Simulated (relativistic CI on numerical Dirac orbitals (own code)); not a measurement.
## Sc3+ in a cubic cluster: 2p photoemission with charge transfer

Computed with a charge-transfer multiplet model of a cubic metal-ligand cluster with up to 2 ligand holes, Slater and spin-orbit integrals from Dirac-Coulomb-Breit ions, Slater integrals scaled by 0.7. The ground state mixes d0 with configurations of k ligand holes L, whose averages lie at kΔ + k(k − 1)U_dd/2; a core hole lowers each added d electron by U_cd. 20 K, Lorentzian 0.6 eV and Gaussian 0.8 eV FWHM.

Atomic integrals in eV (Slater integrals scaled, ζ unscaled), ground: F2dd 4.121, F4dd 2.525, zeta_d 0.005; with the core hole: F2dd 4.121, F4dd 2.525, zeta_d 0.020, zeta_core 3.003, F2cd 3.598, G1cd 2.586, G3cd 1.465. Where a configuration has fewer than two d electrons, the dd integrals are those of d2.

Cluster parameters (eV): U_dd = 5.2, U_cd = 5.9, 10Dq = 1.05, 10Dq(ligand) = 0.8, V(eg) = 3.3, V(t2g) = -1.51, final-state hopping factor = 1.

```tsv
Case	n_d	d0	d1L	d2L2	S
Δ = 4 eV	0.67	0.43	0.46	0.10	0.00
Δ = 5 eV	0.60	0.48	0.44	0.08	0.00
Δ = 7 eV	0.48	0.57	0.37	0.06	0.00
```

Weights, n_d and S are thermal averages at 20 K. Binding energies count from the first peak over 30 % of the highest in each spectrum, which can be another peak from case to case. The parameters are a model scan and need not match a compound or its usual spin state. Peaks in eV (height, largest 100):
- Δ = 4 eV: 0.0 (100), 4.3 (41), 13.5 (9)
- Δ = 5 eV: 0.0 (100), 4.4 (44), 13.3 (9)
- Δ = 7 eV: 0.0 (100), 4.4 (48), 12.8 (8)

A d0 ion has no d-d gap: its lowest excitations are ligand-to-metal charge transfer. With the core hole the configuration with one ligand hole lies at Δ − U_cd = -1.9, -0.9, 1.1 eV from the one without, in the order of the table; where this is negative the screened configuration lies lower, though the effective hopping of about 7.2 eV (from the holes of the mixed ground state) mixes the two strongly wherever it is as large as the gap.

With at most 2 ligand holes the space is cut while the next configuration still counts, so covalency is underestimated, and a final configuration with one more ligand hole, which can lie low, is missing from the spectra.
